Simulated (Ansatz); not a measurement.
This Ansatz (a program for electronic structure) input (PBE/6-311G**) gives -0.49962 Eh with 6 basis functions. A basis named .json is the Basis Set Exchange file of that set (core-valence sets with the plain set on hydrogen).

Ansatz 0.2 input:
```yaml
crystal:
  periodic: [false, false, false]
  atoms:
    - {symbol: H, position_ang: [0.00000000, 0.00000000, 0.00000000]}
basis:
  gaussian:
    orbitals: 6-311G__.json
hamiltonian:
  xc: {name: PBE}
magnetization: {spin_polarized: true, initial_magnetization: 1}
scf: {lower_state_search: full}
```

Change:
```diff
- orbitals: 6-311G__.json
+ orbitals: def2-SVPD
```

What does the run give now?

-0.49863 Eh (PBE/def2-SVPD, 8 functions), a change of +0.99 mEh.
